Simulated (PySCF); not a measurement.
## Computed beside measured shifts

System: BHA (C15H24O2), SMILES COc1cc(C(C)(C)C)c(O)c(C(C)(C)C)c1.

Atom-mapped SMILES (hydrogens are numbered by the atom that bears them): [CH3:1][O:2][c:3]1[cH:4][c:5]([C:6]([CH3:7])([CH3:8])[CH3:9])[c:10]([OH:11])[c:12]([C:13]([CH3:14])([CH3:15])[CH3:16])[cH:17]1

Method: GIAO PBE0/pcSseg-1, IEF-PCM chloroform, PySCF SCF with an in-house response code, fitting set def2-universal-JFIT up to Ne and JKFIT beyond, grid level 2, non-relativistic, geometry: PBE0-D3(BJ)/def2-SVP.

One optimised conformer. Values are averaged over the atoms that symmetry or fast rotation interchanges, on this one geometry and without vibrational averaging. Shifts are the reference shielding less the shielding here, at the same level (13C, 1H against isolated TMS; 17O against isolated H2O); nuclei without a reference have shieldings only.

(1) What shifts does this level give for H on 4/17, H on 4/17, H on 4/17, H on 4/17, H on 4/17, H on 4/17, H on 4/17, H on 4/17, H on 4/17, H on 4/17, H on 4/17, H on 11, H on 11, H on 11, H on 11, H on 11, H on 11, H on 11, H on 11, H on 11, and how do they compare with measurement?

Results:

(1) 
```tsv
atom	nucleus	computed / ppm	measured / ppm	computed less measured	measured against	medium of the measurement
H on 4/17	1H	6.78	6.68	0.10	TMS	THF-d8
H on 4/17	1H	6.78	6.73	0.05	TMS	CD2Cl2
H on 4/17	1H	6.78	6.76	0.02	TMS	CDCl3
H on 4/17	1H	6.78	6.83	-0.05	TMS	toluene-d8
H on 4/17	1H	6.78	6.93	-0.15	TMS	C6D6
H on 4/17	1H	6.78	6.83	-0.05	TMS	C6D5Cl
H on 4/17	1H	6.78	6.72	0.06	TMS	acetone-d6
H on 4/17	1H	6.78	6.62	0.16	TMS	DMSO-d6
H on 4/17	1H	6.78	6.73	0.05	TMS	CD3CN
H on 4/17	1H	6.78	6.87	-0.09	TMS	TFE-d3
H on 4/17	1H	6.78	6.71	0.07	TMS	CD3OD
H on 11	1H	5.25	5.64	-0.39	TMS	THF-d8
H on 11	1H	5.25	4.76	0.49	TMS	CD2Cl2
H on 11	1H	5.25	4.76	0.49	TMS	CDCl3
H on 11	1H	5.25	4.45	0.80	TMS	toluene-d8
H on 11	1H	5.25	4.53	0.72	TMS	C6D6
H on 11	1H	5.25	4.62	0.63	TMS	C6D5Cl
H on 11	1H	5.25	5.65	-0.40	TMS	acetone-d6
H on 11	1H	5.25	6.52	-1.27	TMS	DMSO-d6
H on 11	1H	5.25	4.98	0.27	TMS	CD3CN
```

Measured values: Fulmer et al., Organometallics 2010, 29, 2176.
